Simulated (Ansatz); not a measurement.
BrClH2NSi (`N[Si](Cl)Br`) radical, 6 atoms. Total charge 0; spin multiplicity 2. Correlated methods include outer-core shells of Br, which these sets cover unevenly. Scalar relativity is left out up to krypton. All runs use 4 threads of an Arm Neoverse V2 on a shared host. Correlated methods freeze the cores. Open-shell runs search over several starts.

(1) How many basis functions does each run have, and how long does it take in Ansatz? UHF-CCSD(T)/def2-TZVPP energy; direct RPA on PBE orbitals/def2-TZVPP energy; UHF-MP2/def2-QZVPP energy; UKS revPBE-D4/def2-TZVPP energy; UHF-CCSD(T)/def2-SVP energy; UKS ωB97M-V/def2-SVP energy; UKS r2SCAN0-D4/def2-TZVPP energy; UKS PBE0-D4/def2-TZVP frequencies; UKS PBE0-D4/def2-TZVP relaxation (9 steps); UKS PBE-D4/def2-TZVPP energy and forces; UKS PBE0-D4/def2-QZVPP energy; UKS PBE0-D4/def2-SVP energy. (Best estimate.)

Answers

(1) Ansatz gave: Other jobs shared the machine, so times are rough.

```csv
level,job,functions,wall time,peak host memory (GiB)
UKS PBE0-D4/def2-SVP,energy,92,1.4 s,0.38
UKS revPBE-D4/def2-TZVPP,energy,191,2.3 s,0.29
UKS PBE-D4/def2-TZVPP,energy and forces,191,2.6 s,0.28
direct RPA on PBE orbitals/def2-TZVPP,energy,191,3.4 s,0.48
UKS ωB97M-V/def2-SVP,energy,92,5.5 s,0.47
UKS r2SCAN0-D4/def2-TZVPP,energy,191,7 s,0.82
UHF-CCSD(T)/def2-SVP,energy,92,8 s,0.59
UKS PBE0-D4/def2-QZVPP,energy,346,11 s,1.6
UHF-MP2/def2-QZVPP,energy,346,13 s,1.6
UKS PBE0-D4/def2-TZVP,relaxation (9 steps),165,36 s,0.61
UKS PBE0-D4/def2-TZVP,frequencies,165,84 s,0.6
UHF-CCSD(T)/def2-TZVPP,energy,191,3.2 min,5.4
```
